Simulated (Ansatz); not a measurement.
A single point on `O=CC(F)BF`.

```yaml
crystal:
  periodic: [false, false, false]
  atoms:
    - {symbol: O, position_ang: [1.559137, 0.682903, 1.223517]}
    - {symbol: C, position_ang: [1.185903, -0.225949, 0.542443]}
    - {symbol: C, position_ang: [0.134506, -0.097946, -0.539641]}
    - {symbol: F, position_ang: [0.051614, -1.296381, -1.226235]}
    - {symbol: B, position_ang: [-1.279273, 0.334251, 0.027366]}
    - {symbol: F, position_ang: [-1.389050, 1.511041, 0.597597]}
    - {symbol: H, position_ang: [1.577759, -1.260141, 0.646524]}
    - {symbol: H, position_ang: [0.485620, 0.680768, -1.232812]}
    - {symbol: H, position_ang: [-2.237817, -0.374846, -0.055759]}
basis:
  gaussian: {orbitals: def2-QZVPP}
correlation: {method: mp2}
```

```sh
$ ansatz run in.yaml --threads 4 --pin off --events-out ev --progress --plain --max-ram 10444MiB
```

It prints (some lines left out):

```
Functional definition: HF
2672 factors; integrals over basis functions are off by at most 1.0e-3 eV
mean field evaluation 1: about -10230.3745 eV, gradient 4.4e1 eV
mean field evaluation 2: about -10230.5049 eV, gradient 4.4e1 eV
mean field evaluation 4: about -10234.5403 eV, gradient 4.8e0 eV
mean field evaluation 8: about -10234.6358 eV, gradient 5.8e-1 eV
mean field evaluation 16: about -10234.6385 eV, gradient 1.0e-6 eV
mean field -10234.63846595 eV, -376.1160263367 hartree, gradient 1.0e-6 eV, S^2 0.000000; 0 other end points of the search recorded, 0 dependent functions left out
6 core orbitals not correlated: weight in the atoms' cores, before any rotation towards them, 1.000 or more for the frozen orbitals, at most 0.000 for the correlated occupied ones
reference -10234.63846595 eV, -376.1160263367 hartree; 17, 17 occupied and 409, 409 virtual orbitals, 2672 factors
second order -33.39177072 eV of doubles, -0.00000000 eV of singles
Total energy: -10268.03023668 eV, -377.3431512771 hartree
```

Run time 18 s (4 threads of an Arm Neoverse V1 on a shared host); peak host memory 2.4 GiB.
